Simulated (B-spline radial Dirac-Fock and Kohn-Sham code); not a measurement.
How the settings move the core levels of Fe³⁺

ΔSCF core binding energies without Breit or QED terms, calculated with a radial finite-basis atomic code. Keys: rel is the Hamiltonian (dirac, or spin-free x2c and nr, where L3 and M5 stand for the whole 2p and 3d shells), method is hf or an exchange,correlation pair (spin-unpolarised, also for the hole states), nuc the nuclear model, radius_factor scales its radius, rmax is the box in bohr, h the logarithmic mesh step, order the B-spline order, points the quadrature points per cell, c_factor scales the speed of light, and damp, ndamp, maxit and tol steer the iteration. The run stops when the commutator error falls below 10·tol·max(1, Z/10), or the numerical noise floor, and the energy has settled to about 1e-8 Ha; the virial ratio is −V/T.

Base input:

```json
{"items": [{"Z": 26, "q": 3, "cfg": [[1, 0, 2], [2, 0, 2], [2, 1, 6], [3, 0, 2], [3, 1, 6], [3, 2, 5]], "A": 56, "rrms": 3.7377, "do": "settings", "holes": ["K", "L3", "M5"],
  "settings": [{"rel": "dirac", "method": "hf", "nuc": "fermi", "radius_factor": 1.0, "rmax": 45.0, "h": 0.3, "order": 8, "points": 10, "c_factor": 1.0, "maxit": 60, "damp": 0.5, "ndamp": 3, "tol": 1e-08}]}]}
```

The ground state converged in 10 iterations, with total energy -1269.42578 Ha, virial ratio 1.98562 and highest orbital energy -53.36 eV. ΔSCF binding energies: K (1s) 7178.0 eV, L3 (2p3/2) 765.8 eV. Holes are computed only in closed shells, and unreliable hole states are left out.

Changes from the base run:

| changed setting | Δ total energy (Ha) | Δ K (eV) | Δ L3 (eV) | iterations |
| --- | --- | --- | --- | --- |
| h = 0.22 | 0.00000 | 0.00 | 0.00 | 10 |
| rmax = 25.0 | 0.00000 | 0.00 | 0.00 | 10 |
| method = "pw91,pw91"; nuc = "sphere"; order = 7 | ? | ? | ? | ? |
| tol = 0.0001 | 0.00000 | 0.00 | 0.00 | 9 |
| order = 7 | 0.00000 | 0.00 | 0.00 | 10 |
| radius_factor = 0.5 | -0.00307 | +0.04 | 0.00 | 10 |
| order = 7; c_factor = 10.0; damp = 0.2 | +9.01408 | -64.90 | +1.68 | 8 |

Question: What does the change method = "pw91,pw91"; nuc = "sphere"; order = 7 do?

Answer: The total energy moves by -1.20493 Ha and the binding energies by K +17.75 eV, L3 -0.92 eV; the run takes 10 iterations.
